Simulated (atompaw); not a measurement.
**What one change does to a pseudopotential (Zn (Z = 30), PAW (atompaw))**

| Property | Result |
| --- | --- |
| Element | Zn (Z = 30) |
| Generator | atompaw 4.2.0.5 |
| Type | PAW |
| Functional | PBE |
| Relativity | scalar-relativistic |
| Frozen core | [Ar] |
| Valence charge | 12 |
| Reference configuration | 3d10 4s1.75 4p0.25 |
| Partial waves | 4s (bound): rc 1.65 bohr; 4s channel at 0.6 Ry: rc 1.65 bohr; 4p (bound): rc 2.60 bohr; 4p channel at 0.65 Ry: rc 2.60 bohr; 3d (bound): rc 1.15 bohr; 3d channel at 0.15 Ry: rc 1.15 bohr |
| Local potential | troulliermartins scheme with l = 3 at 0.5 Ry, radius 2.40 bohr |
| Core correction | smooth core density matched at 1.95 bohr |
| Augmentation charge | sinc compensation charge, radius 2.00 bohr; PAW radius 2.60 bohr; waves and projectors: custom rrkj vanderbiltortho |

All-electron outer shells of the reference configuration (PBE, scalar-relativistic, ld1.x):

```
shell  level (eV)  outermost node (bohr)  outermost maximum (bohr)
   3s     -129.85                   0.28                      0.59
   3p      -84.02                   0.25                      0.59
   3d      -10.75                      –                      0.57
   4s       -6.38                   0.85                      2.09
   4p       -1.41                   0.92                      3.04
```

Change: local potential bessel scheme, radius 2.40 bohr.

Cutoffs: the cutoffs (Ry, on a coarse ladder) from which the occupation-weighted sum of valence levels, in a spherical-Bessel basis at the reference potential, stays within 10 and 1 mRy of its value at 400 Ry; they do not see the model core or the augmentation charge, which bear on the density cutoff.

**Question.** What does the change do?

**Answer.** The potential gets neither clearly harder nor softer (110 Ry and 180 Ry → 110 Ry and 180 Ry); the bound ghost in s disappears; the range in which the s phases agree widens (upper end 3.7 → at the end of the scan). A state that the projectors do not describe sees the local part alone, so a deeper or shallower local part can create or remove a ghost.

| quantity | base | changed |
| --- | --- | --- |
| cutoff, loose | 110 Ry | 110 Ry |
| cutoff, tight | 180 Ry | 180 Ry |
| loose cutoff by channel (10 mRy a level) | s 6 Ry, p 6 Ry, d 70 Ry | s 10 Ry, p 6 Ry, d 70 Ry |
| bound ghosts | s | none |
| s: phases at 2.62 bohr within 0.05 rad from the reference energy up to (Ry; the scan ends near 5) | 3.7 | to the end of the scan |
| p: phases at 2.62 bohr within 0.05 rad from the reference energy up to (Ry; the scan ends near 5) | 4.0 | 4.1 |
| d: phases at 2.62 bohr within 0.05 rad from the reference energy up to (Ry; the scan ends near 5) | to the end of the scan | to the end of the scan |
| lowest overlap eigenvalue by channel | s 0.55, p 0.69, d 0.96 | s 0.43, p 0.75, d 1.00 |

 A true bound ghost makes a file unfit for plane-wave use even where its test errors are small: the radial tests pick states by their node count and pass the ghost by. The cutoffs see the waves, projectors and local potential, not the compensation charge or the core.
